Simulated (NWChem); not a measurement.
The numbers come from NWChem runs, not from measurements. System: C2H3B, charge 0, spin multiplicity 1, at a geometry optimised with B3LYP/def2-SVP. The structure started from a generated list of species. Level: CCSD(T)/aug-cc-pVDZ, 3 core orbitals frozen.

Job file:

```
start mol
memory heap 100 mb stack 700 mb global 1900 mb
geometry units angstroms nocenter noautoz
  B      0.000000     0.000000     1.401556
  C      0.000000     0.000000    -0.107018
  C      0.000000     0.000000    -1.328939
  H      0.000000     0.000000    -2.404129
  H     -1.042646     0.000000     2.006046
  H      1.042646     0.000000     2.006046
  symmetry group C2v
end
basis spherical
  * library aug-cc-pvdz
end
scf
  rhf
  nopen 0
  maxiter 100
  thresh 1e-7
  semidirect memsize 60000000 filesize 0
end
tce
  freeze core 3
  ccsd(t)
  2eorb
  2emet 13
  thresh 1e-6
  maxiter 100
  tilesize 24
end
task tce energy
```

Output (cleaned and shortened):

```
             Northwest Computational Chemistry Package (NWChem) 7.3.0
             --------------------------------------------------------

                                NWChem Input Module
                                -------------------

 Scaling coordinates for geometry "geometry" by  1.889725989
 (inverse scale =  0.529177249)

 Turning off AUTOSYM since
 SYMMETRY directive was detected!

                             Geometry "geometry" -> ""
                             -------------------------

 Output coordinates in angstroms (scale by  1.889725989 to convert to a.u.)

  No.       Tag          Charge          X              Y              Z
 ---- ---------------- ---------- -------------- -------------- --------------
    1 B                    5.0000     0.00000000     0.00000000     1.40155600
    2 C                    6.0000     0.00000000     0.00000000    -0.10701800
    3 C                    6.0000     0.00000000     0.00000000    -1.32893900
    4 H                    1.0000     0.00000000     0.00000000    -2.40412900
    5 H                    1.0000    -1.04264600     0.00000000     2.00604600
    6 H                    1.0000     1.04264600     0.00000000     2.00604600

 Effective nuclear repulsion energy (a.u.)      46.3488407446

            Nuclear Dipole moment (a.u.)
            ----------------------------
        X                 Y               Z
 ---------------- ---------------- ----------------
     0.0000000000     0.0000000000     0.0000018897

      Symmetry information
      --------------------

 Group name             C2v
 Group number             16
 Group order               4
 No. of unique centers     5

      Symmetry unique atoms

     1    2    3    4    5


 Summary of "ao basis" -> "" (spherical)
 ------------------------------------------------------------------------------
       Tag                 Description            Shells   Functions and Types
 ---------------- ------------------------------  ------  ---------------------
 *                        aug-cc-pvdz                 on all atoms

 Summary of "ao basis" -> "ao basis" (spherical)
 ------------------------------------------------------------------------------
       Tag                 Description            Shells   Functions and Types
 ---------------- ------------------------------  ------  ---------------------
 B                        aug-cc-pvdz                9       23   4s3p2d
 C                        aug-cc-pvdz                9       23   4s3p2d
 H                        aug-cc-pvdz                5        9   3s2p

                                 NWChem SCF Module
                                 -----------------

  ao basis        = "ao basis"
  functions       =    96
  atoms           =     6
  closed shells   =    10
  open shells     =     0
  charge          =   0.00
  wavefunction    = RHF
  use symmetry    = T
  symmetry adapt  = T

 Summary of "ao basis" -> "ao basis" (spherical)
 ------------------------------------------------------------------------------
       Tag                 Description            Shells   Functions and Types
 ---------------- ------------------------------  ------  ---------------------
 B                        aug-cc-pvdz                9       23   4s3p2d
 C                        aug-cc-pvdz                9       23   4s3p2d
 H                        aug-cc-pvdz                5        9   3s2p

      Symmetry analysis of basis
      --------------------------

        a1         45
        a2          8
        b1         24
        b2         19

 Forming initial guess at       0.0s

      Superposition of Atomic Density Guess
      -------------------------------------

 Sum of atomic energies:        -101.36518053

      Non-variational initial energy
      ------------------------------

 Total energy =    -102.623816
 1-e energy   =    -225.593503
 2-e energy   =      76.620846
 HOMO         =      -0.328667
 LUMO         =      -0.086325

      Symmetry analysis of molecular orbitals - initial
      -------------------------------------------------

  Numbering of irreducible representations:

     1 a1          2 a2          3 b1          4 b2

  Orbital symmetries:

     1 a1          2 a1          3 a1          4 a1          5 a1
     6 a1          7 a1          8 b1          9 b2         10 b1
    11 b2         12 b1         13 a1         14 a1         15 b2
    16 b1         17 a1         18 a1         19 b1         20 b2

 Starting SCF solution at       0.7s

 ----------------------------------------------
         Quadratically convergent ROHF

 Convergence threshold     :          1.000E-07
 Maximum no. of iterations :          100
 Final Fock-matrix accuracy:          1.000E-09
 ----------------------------------------------

              iter       energy          gnorm     gmax       time
             ----- ------------------- --------- --------- --------
                 1     -102.0564278754  6.28D-01  1.77D-01      0.8
                 2     -102.0931439968  2.34D-01  6.72D-02      0.8
                 3     -102.0980593549  7.00D-03  2.94D-03      0.9
                 4     -102.0980775198  2.12D-05  6.31D-06      1.0
                 5     -102.0980775199  1.75D-09  4.72D-10      1.2

       Final RHF  results
       ------------------

         Total SCF energy =   -102.098077519899
      One-electron energy =   -227.765183586673
      Two-electron energy =     79.318265322136
 Nuclear repulsion energy =     46.348840744638

        Time for solution =      0.5s

       Symmetry analysis of molecular orbitals - final
       -----------------------------------------------

  Numbering of irreducible representations:

     1 a1          2 a2          3 b1          4 b2

  Orbital symmetries:

     1 a1          2 a1          3 a1          4 a1          5 a1
     6 a1          7 a1          8 b1          9 b2         10 b1
    11 b2         12 a1         13 b1         14 a1         15 b2
    16 a1         17 a1         18 b1         19 b1         20 b2

             Final eigenvalues
             -----------------

              1
    1  -11.2670
    2  -11.2376
    3   -7.6351
    4   -1.0354
    5   -0.7899
    6   -0.7066
    7   -0.5614
    8   -0.5205
    9   -0.4157
   10   -0.3951
   11    0.0325
   12    0.0338
   13    0.0484
   14    0.0527
   15    0.0648
   16    0.0650
   17    0.0979
   18    0.1078
   19    0.1234
   20    0.1376

                       ROHF Final Molecular Orbital Analysis
                       -------------------------------------

 Vector    8  Occ=2.000000D+00  E=-5.204502D-01  Symmetry=b1
              MO Center=  7.9D-16,  1.5D-31,  1.4D+00, r^2= 2.1D+00
   Bfn.  Coefficient  Atom+Function         Bfn.  Coefficient  Atom+Function
  ----- ------------  ---------------      ----- ------------  ---------------
     5      0.396434  1 B  px                79     -0.289331  5 H  s
    88      0.289331  6 H  s                  8      0.245165  1 B  px
    28      0.165674  2 C  px

 Vector    9  Occ=2.000000D+00  E=-4.157385D-01  Symmetry=b2
              MO Center= -4.1D-16, -3.1D-16, -5.5D-01, r^2= 1.5D+00
   Bfn.  Coefficient  Atom+Function         Bfn.  Coefficient  Atom+Function
  ----- ------------  ---------------      ----- ------------  ---------------
    29      0.410892  2 C  py                52      0.366518  3 C  py
    32      0.298110  2 C  py                55      0.192980  3 C  py

 Vector   10  Occ=2.000000D+00  E=-3.951191D-01  Symmetry=b1
              MO Center= -4.6D-14,  9.4D-18, -4.5D-01, r^2= 2.4D+00
   Bfn.  Coefficient  Atom+Function         Bfn.  Coefficient  Atom+Function
  ----- ------------  ---------------      ----- ------------  ---------------
    51      0.413870  3 C  px                28      0.342060  2 C  px
    31      0.271746  2 C  px                54      0.199787  3 C  px

 Vector   11  Occ=0.000000D+00  E= 3.254625D-02  Symmetry=b2
              MO Center=  5.6D-19, -4.2D-19,  1.3D+00, r^2= 9.2D+00
   Bfn.  Coefficient  Atom+Function         Bfn.  Coefficient  Atom+Function
  ----- ------------  ---------------      ----- ------------  ---------------
    12      0.861789  1 B  py                 9      0.337154  1 B  py
    35     -0.310957  2 C  py                 6      0.276299  1 B  py
    55     -0.209921  3 C  py                52     -0.206103  3 C  py

 Vector   12  Occ=0.000000D+00  E= 3.376987D-02  Symmetry=a1
              MO Center=  4.9D-16,  1.0D-17, -3.6D+00, r^2= 1.5D+01
   Bfn.  Coefficient  Atom+Function         Bfn.  Coefficient  Atom+Function
  ----- ------------  ---------------      ----- ------------  ---------------
    27     15.123511  2 C  s                 50    -12.908790  3 C  s
    72     -6.474718  4 H  s                 59     -6.314518  3 C  pz
    36     -5.588328  2 C  pz                 4      5.471581  1 B  s
    81     -0.870388  5 H  s                 90     -0.870388  6 H  s
    26      0.741731  2 C  s                 10      0.590533  1 B  pz

 Vector   13  Occ=0.000000D+00  E= 4.840061D-02  Symmetry=b1
              MO Center=  1.8D-14, -4.7D-31,  8.2D-01, r^2= 2.5D+01
   Bfn.  Coefficient  Atom+Function         Bfn.  Coefficient  Atom+Function
  ----- ------------  ---------------      ----- ------------  ---------------
    11      3.933849  1 B  px                81      3.641606  5 H  s
    90     -3.641606  6 H  s                 34     -1.711991  2 C  px
     8      0.606628  1 B  px                57      0.574722  3 C  px
    22      0.270153  1 B  d  1              45      0.169638  2 C  d  1
    80      0.162070  5 H  s                 89     -0.162070  6 H  s

 center of mass
 --------------
 x =   0.00000000 y =   0.00000000 z =  -0.00898209

 moments of inertia (a.u.)
 ------------------
         203.165864387157           0.000000000000           0.000000000000
           0.000000000000         210.990904226214           0.000000000000
           0.000000000000           0.000000000000           7.825039839057

  Mulliken analysis of the total density
  --------------------------------------

    Atom       Charge   Shell Charges
 -----------   ------   -------------------------------------------------------
    1 B    5     5.55   2.01  0.60  0.52  0.10  1.45  0.75  0.03  0.09 -0.00
    2 C    6     6.66   2.01  0.67  0.83  0.41  1.94  0.57  0.14  0.05  0.04
    3 C    6     4.90   2.01  0.67  0.76 -0.80  1.91  0.24  0.12  0.04 -0.05
    4 H    1     1.33   0.73  0.65 -0.07  0.04 -0.01
    5 H    1     0.78   0.75  0.03 -0.02  0.02  0.00
    6 H    1     0.78   0.75  0.03 -0.02  0.02  0.00

       Multipole analysis of the density wrt the origin
       ------------------------------------------------

     L   x y z        total         open         nuclear
     -   - - -        -----         ----         -------
     0   0 0 0     -0.000000      0.000000     20.000000

     1   1 0 0      0.000000      0.000000      0.000000
     1   0 1 0      0.000000      0.000000      0.000000
     1   0 0 1     -0.326098      0.000000      0.000002

     2   2 0 0    -15.810667      0.000000      7.764284
     2   1 1 0     -0.000000      0.000000      0.000000
     2   1 0 1     -0.000000      0.000000      0.000000
     2   0 2 0    -14.350376      0.000000      0.000000
     2   0 1 1     -0.000000      0.000000      0.000000
     2   0 0 2    -10.868442      0.000000    122.542014

                   NWChem Extensible Many-Electron Theory Module
                   ---------------------------------------------


            General Information
            -------------------
      Number of processors :     1
         Wavefunction type : Restricted Hartree-Fock
          No. of electrons :    20
           Alpha electrons :    10
            Beta electrons :    10
           No. of orbitals :   192
            Alpha orbitals :    96
             Beta orbitals :    96
        Alpha frozen cores :     3
         Beta frozen cores :     3
     Alpha frozen virtuals :     0
      Beta frozen virtuals :     0
         Spin multiplicity : singlet
    Number of AO functions :    96
       Number of AO shells :    42
        Use of symmetry is : on
      Symmetry adaption is : on
         Schwarz screening : 0.10D-09

          Correlation Information
          -----------------------
          Calculation type : Coupled-cluster singles & doubles w/ perturbation
   Perturbative correction : (T)
            Max iterations :      100
        Residual threshold : 0.10D-05
     T(0) DIIS level shift : 0.00D+00
     L(0) DIIS level shift : 0.00D+00
     T(1) DIIS level shift : 0.00D+00
     L(1) DIIS level shift : 0.00D+00
     T(R) DIIS level shift : 0.00D+00
     T(I) DIIS level shift : 0.00D+00
   CC-T/L Amplitude update :  5-th order DIIS
                I/O scheme : Global Array Library
        L-threshold :  0.10D-05
        EOM-threshold :  0.10D-05
 no EOMCCSD initial starts read in
 TCE RESTART OPTIONS
 SLICE:      F
 D4D5:       F
 quantumc:   F
 qrotation:  F
 pwtce:      F
 qducc:      F
 nacto:                         0
 nrotv:                         0
 nrot:                          0

            Memory Information
            ------------------
          Available GA space size is     249027584 doubles
          Available MA space size is     104854020 doubles

 Maximum block size supplied by input
 Maximum block size        24 doubles

 tile_dim =     22

 -------------------------------------------------

 Global array virtual files algorithm will be used

 Parallel file system coherency ......... OK

 4-electron integrals stored in orbital form

 v2    file size   =          4677649
 4-index algorithm nr.  13 is used
 imaxsize =       30
 imaxsize ichop =        0


CCSD iterations
 ---------------------------------------------------------
 Iter          Residuum       Correlation     Cpu    Wall
 ---------------------------------------------------------
    1   0.1531579205399  -0.3406842967450     0.3     0.3
    2   0.0452045770824  -0.3557573075761     0.3     0.3
    3   0.0177653337620  -0.3650825000936     0.3     0.3
    4   0.0086942014920  -0.3667603800235     0.3     0.3
    5   0.0045589678805  -0.3677313032841     0.3     0.3
    6   0.0012409794633  -0.3683483858919     0.3     0.3
    7   0.0005210735583  -0.3684459377560     0.3     0.3
    8   0.0002862730830  -0.3684455919759     0.2     0.2
    9   0.0001557193254  -0.3684494096398     0.2     0.2
   10   0.0000954600785  -0.3684533274568     0.3     0.3
   11   0.0000206267154  -0.3684572219377     0.3     0.3
   12   0.0000104319425  -0.3684595613789     0.3     0.3
   13   0.0000057161960  -0.3684600710544     0.3     0.3
   14   0.0000037168001  -0.3684602465666     0.3     0.3
   15   0.0000023318752  -0.3684603064270     0.3     0.3
   16   0.0000005871461  -0.3684603639686     0.3     0.3
 -----------------------------------------------------------------
 Iterations converged
 CCSD correlation energy / hartree =        -0.368460363968562
 CCSD total energy / hartree       =      -102.466537883867247

 Singles contributions

 Doubles contributions
 CCSD(T)
 Using plain CCSD(T) code
             total no. of tasks          428
 total no. of tasks / no. procs          428
                         wl_min         1152           3.2
                         wl_max       588544           9.2
        thresh for no. of tasks          428

 CCSD[T]  correction energy / hartree =        -0.016686347149132
 CCSD[T] correlation energy / hartree =        -0.385146711117694
 CCSD[T] total energy / hartree       =      -102.483224231016379
 CCSD(T)  correction energy / hartree =        -0.016120129024507
 CCSD(T) correlation energy / hartree =        -0.384580492993069
 CCSD(T) total energy / hartree       =      -102.482658012891747

 Task  times  cpu:       20.0s     wall:       20.0s

 Total times  cpu:       20.0s     wall:       20.0s
```
